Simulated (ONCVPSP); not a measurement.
# Which change was made? (Ar, ONCV)

- Element: Ar (Z = 18)
- Generator: ONCVPSP 4.0.1
- Type: optimised norm-conserving Vanderbilt (ONCV)
- Functional: PBE
- Relativity: scalar-relativistic
- Frozen core: [Ne]
- Valence charge: 8
- Reference configuration: 3s2 3p6
- Partial waves: 3s: rc 1.00 bohr, ncon 4, nbas 8, qcut 5.9 1/bohr, 2 projectors, debl 3.5 Ha; 3p: rc 1.40 bohr, ncon 4, nbas 7, qcut 6.8 1/bohr, 1 projector; d scattering state at 0.29 Ha: rc 1.25 bohr, ncon 4, nbas 7, qcut 9.2 1/bohr, 2 projectors, debl 3.4 Ha
- Local potential: polynomial inside 0.75 bohr (lpopt 1, dvloc0 0 Ha)
- Core correction: none

Cutoffs, loose and tight: the cutoffs (Ha) at which the residual kinetic energy of the hardest occupied pseudo-wave falls to 1 and 0.1 mHa per electron. They do not see the model core or the augmentation charge, which bear on the density cutoff. Test errors are all-electron minus pseudo excitation energies from the reference, over the configurations 3s2 3p5; 3s2 3p4; 3s2 3p3; 3s2 3p5.5; variants that change the core or the reference have their own tests.

The base gives: outcome: generated; cutoff, loose: 33 Ha; cutoff, tight: 165 Ha; bound ghosts: none; GHOST(+) flags above zero: s; largest test error (meV): +77.

Question: After one change the result is: outcome: generated; cutoff, loose: 48 Ha; cutoff, tight: 168 Ha; bound ghosts: s; GHOST(+) flags above zero: none; largest test error (meV): +74. Which change was it?
A. s: qcut 6.5; p: qcut 7.5; d: qcut 10.2
B. reference 3s2 3p5
C. non-relativistic

Answer: A. The others give: non-relativistic → outcome: generated; cutoff, loose: 46 Ha; cutoff, tight: 167 Ha; bound ghosts: none; GHOST(+) flags above zero: s; largest test error (meV): +85 | reference 3s2 3p5 → outcome: generated; cutoff, loose: 33 Ha; cutoff, tight: 165 Ha; bound ghosts: none; GHOST(+) flags above zero: s; largest test error (meV): +46.
